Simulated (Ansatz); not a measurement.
CuI2, that is [CuI2]- with one electron fewer. Total charge 0; doublet. Geometry r2SCAN-D4/def2-TZVPD; atoms count from 1.

```xyz
3

Cu    0.000    0.000    0.000
I     0.358   -1.078    2.095
I    -0.358    1.078   -2.095
```

In the def2 sets I takes a core potential; there is no spin–orbit coupling.

(1) Estimate the Mulliken populations from the PBE0/def2-TZVPD orbitals of Ansatz.

(2) Where does the spin sit?

(3) And the Mayer bond orders between heavy atoms (over 0.3)?

Answers

(1) 
```
atom  charge (e)  spin (α − β)  d electrons
 Cu1       -0.48          0.23         9.72
  I2        0.24          0.38            –
  I3        0.24          0.38            –
```
Mulliken values depend strongly on the basis. With diffuse functions, as here, like atoms can get unlike values, and bond orders can come out too low or too high.

(2) Summed by element: Cu 0.23, I 0.77, of 1 unpaired in all. Largest on single atoms: I2 0.38, I3 0.38, Cu1 0.23.

(3) Cu1–I2 1.18 (2.38 Å); Cu1–I3 1.18 (2.38 Å).
